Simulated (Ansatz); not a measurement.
Ansatz (a first-principles code) input:

Ansatz 0.2 input:
```yaml
crystal:
  periodic: [false, false, false]
  atoms:
    - {symbol: Si, position_ang: [0.00405578, -0.74173771, 0.03312218]}
    - {symbol: Br, position_ang: [-0.08803711, 0.52170067, -1.81712894]}
    - {symbol: Br, position_ang: [0.08145254, 0.68251338, 1.76335495]}
    - {symbol: N, position_ang: [1.38017231, -1.71135397, 0.21874984]}
    - {symbol: N, position_ang: [-1.36130597, -1.73900050, -0.06467480]}
    - {symbol: H, position_ang: [1.56693502, -2.44897016, -0.44345118]}
    - {symbol: H, position_ang: [2.22132890, -1.33523224, 0.62543835]}
    - {symbol: H, position_ang: [-2.20631908, -1.40982626, -0.50285819]}
    - {symbol: H, position_ang: [-1.54033008, -2.41665370, 0.66072486]}
basis:
  gaussian:
    orbitals: def2-SVPD
magnetization: {spin_polarized: false}
correlation: {method: ccsd_t, electrons: outside_noble_gas}
output: {forces: true}
```

**Question.** Which total energy does the run end on?

**Answer.** -5545.15835 Eh (CCSD(T)/def2-SVPD). The basis has 178 functions. The run takes about 10 core-minutes (a rough figure).
